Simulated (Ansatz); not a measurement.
`CB[SiH2]OC`. Charge 0, multiplicity 1.

Cartesian coordinates in Å:
```
C -0.481 -0.332 1.963
B -1.309 0.356 0.845
Si -0.582 0.970 -0.930
O 1.043 0.740 -1.145
C 1.589 -0.545 -1.300
H -0.663 -1.409 1.799
H -0.839 -0.133 2.977
H 0.600 -0.189 1.911
H -2.490 0.506 1.020
H -0.796 2.437 -1.074
H -1.328 0.281 -2.033
H 1.205 -1.039 -2.201
H 2.673 -0.451 -1.395
H 1.376 -1.189 -0.437
```

Question: List the harmonic frequencies (cm⁻¹, unscaled) at PBE0-D4/def2-TZVP in Ansatz. (Estimate.)

Answer: Computed: 75, 80, 92, 122, 142, 212, 372, 399, 527, 556, 744, 774, 808, 856, 896, 910, 1033, 1134, 1156, 1181, 1214, 1302, 1416, 1466, 1480, 1495, 1496, 2153, 2207, 2568, 2985, 3002, 3058, 3084, 3114, 3135.

Question: Is this a minimum?

Answer: Yes, all 36 modes are real.

Question: Give the ideal-gas thermochemistry at 298.15 K and 1 bar (rigid rotor, harmonic oscillator; point group C1, symmetry number 1).

Answer: Zero-point energy 282.6 kJ/mol; H(298) − E = 307.8 kJ/mol; entropy 378.0 J/(mol·K), of which translation 164.7, rotation 112.8, vibration 100.6; G(298) − E = 195.0 kJ/mol. Modes under 100 cm⁻¹ are hindered rotations or soft bends, so the harmonic entropy is rough.

Question: And at 400, 500, 600, 800 and 1000 K?

Answer: 
```
T (K)  H − E (kJ/mol)  S (J/mol/K)  G − E (kJ/mol)
  400           322.1        419.1           154.4
  500           338.6        456.0           110.6
  600           357.4        490.1            63.3
  800           400.0        551.2           -41.0
 1000           448.0        604.6          -156.7
```
